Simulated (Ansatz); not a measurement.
Ansatz (a first-principles code) input:

Ansatz 0.2 input:
```yaml
crystal:
  periodic: [false, false, false]
  atoms:
    - {symbol: Hf, position_ang: [0.00062220, -0.00152625, -0.16617974]}
    - {symbol: F, position_ang: [1.69377076, -0.00684155, 0.67118886]}
    - {symbol: F, position_ang: [-1.69874835, 0.01905151, 0.65824903]}
basis:
  gaussian:
    orbitals: def2-TZVP
hamiltonian:
  xc: {name: PBE0}
relax: {f_tol: 0.003, max_steps: 100}
```

Task: Predict the final energy.

Result: -247.68180 Eh (PBE0/def2-TZVP). The basis has 102 functions.
